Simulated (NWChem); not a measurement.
Species: SiH$_{3}$O cation; SMILES [OH+]=[SiH2]

Computed with NWChem. Pople sets run with spherical d functions. Structure relaxed at the B3LYP/6-31G* (spherical d) level. Vertical excitations in the gas phase; the lowest state need not have the same character in each row.

```csv
level,"lowest excitation, singlet (eV)",oscillator strength of that lowest state,"lowest state with f > 0.02, singlet (eV)",lowest triplet (eV),orbital gap (eV)
"PBE/6-31+G*, full TDDFT",5.53,0.000,7.05,5.05,5.36
"B3LYP/6-31+G*, full TDDFT",5.92,0.000,7.42,5.45,7.36
"BHandHLYP/6-31+G*, full TDDFT",6.46,0.000,8.07,5.92,10.28
"LRC-wPBEh/6-31+G*, full TDDFT",6.03,0.000,7.64,5.48,11.46
```
